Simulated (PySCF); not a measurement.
## Stretching TeP

Set-up: basis Te x2c-SVPall, P x2c-SVPall; spin-free X2C with a Gaussian nucleus; PySCF 2.14. Energies in eV from Te + P in their ground configurations at the same level. State: ²Π (doublet), unpaired electrons π ↑.

All columns are revPBE. A positive dipole means Te(−)P(+).

```json
{"R (Å)": "1.936", "E (eV)": "-1.330", "μ (D)": "-1.09", "Mulliken charge on Te (basis-dependent)": "0.07", "HOMO (eV)": "-3.68", "LUMO (eV)": "-3.63", "Mayer bond order": "2.41", "⟨S²⟩": "0.75"}
{"R (Å)": "2.026", "E (eV)": "-2.345", "μ (D)": "-1.01", "Mulliken charge on Te (basis-dependent)": "0.04", "HOMO (eV)": "-3.88", "LUMO (eV)": "-3.84", "Mayer bond order": "2.41", "⟨S²⟩": "0.75"}
{"R (Å)": "2.116", "E (eV)": "-2.923", "μ (D)": "-0.91", "Mulliken charge on Te (basis-dependent)": "0.02", "HOMO (eV)": "-4.07", "LUMO (eV)": "-4.03", "Mayer bond order": "2.40", "⟨S²⟩": "0.75"}
{"R (Å)": "2.183", "E (eV)": "-3.148", "μ (D)": "-0.83", "Mulliken charge on Te (basis-dependent)": "0.01", "HOMO (eV)": "-4.20", "LUMO (eV)": "-4.17", "Mayer bond order": "2.39", "⟨S²⟩": "0.75"}
{"R (Å)": "2.251", "E (eV)": "-3.239", "μ (D)": "-0.74", "Mulliken charge on Te (basis-dependent)": "0.00", "HOMO (eV)": "-4.33", "LUMO (eV)": "-4.30", "Mayer bond order": "2.39", "⟨S²⟩": "0.75"}
{"R (Å)": "2.318", "E (eV)": "-3.231", "μ (D)": "-0.64", "Mulliken charge on Te (basis-dependent)": "-0.01", "HOMO (eV)": "-4.45", "LUMO (eV)": "-4.43", "Mayer bond order": "2.38", "⟨S²⟩": "0.76"}
{"R (Å)": "2.409", "E (eV)": "-3.106", "μ (D)": "-0.51", "Mulliken charge on Te (basis-dependent)": "-0.02", "HOMO (eV)": "-4.60", "LUMO (eV)": "-4.59", "Mayer bond order": "2.36", "⟨S²⟩": "0.77"}
{"R (Å)": "2.521", "E (eV)": "-2.835", "μ (D)": "-0.34", "Mulliken charge on Te (basis-dependent)": "-0.03", "HOMO (eV)": "-4.75", "LUMO (eV)": "-4.76", "Mayer bond order": "2.29", "⟨S²⟩": "0.82"}
{"R (Å)": "2.656", "E (eV)": "-2.442", "μ (D)": "-0.15", "Mulliken charge on Te (basis-dependent)": "-0.04", "HOMO (eV)": "-4.87", "LUMO (eV)": "-4.86", "Mayer bond order": "2.02", "⟨S²⟩": "1.06"}
{"R (Å)": "2.836", "E (eV)": "-1.926", "μ (D)": "0.06", "Mulliken charge on Te (basis-dependent)": "-0.04", "HOMO (eV)": "-4.93", "LUMO (eV)": "-4.86", "Mayer bond order": "1.64", "⟨S²⟩": "1.37"}
```

A fit through these points gives, at Re = 2.277 Å, μ = -0.70 D and dμ/dR = 1.40 D/Å; the reduced mass is 25.01 u.

Problem. How strong is the fundamental in the double-harmonic approximation, I = 42.26·(dμ/dR)²/μred km/mol?

Solution. I = 42.26·(1.40)²/25.01 = 3.31 km/mol at revPBE.

⟨S²⟩ of the unrestricted solution departs from its pure value on part of the curve, where spin states mix. These are scalar-relativistic numbers at best; spin–orbit coupling would shift them, the dissociation energy most. The state is the lowest determinant that a PBE0 search found; another state may lie lower at other levels.
